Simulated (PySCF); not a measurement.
## Electron correlation in Cu⁺ (copper, charge +1)

[Ar] 3d10, closed-shell 1S. Computed with PySCF 2.14 in aug-cc-pVDZ-DK, with the spin-free X2C one-electron Hamiltonian (Gaussian nucleus). Frozen: [Ar]; 10 electrons correlated.

```csv
level,correlation energy (mhartree)
CCSD,-367.81
(T),-11.13
CCSD(T),-378.94
```

Diagnostics: T1 = 0.015, D1 = 0.0216, largest double amplitude 0.021.

**Question.** Is a single reference adequate?

**Answer.** Yes: T1 lies below 0.03 and no double amplitude reaches 0.07.
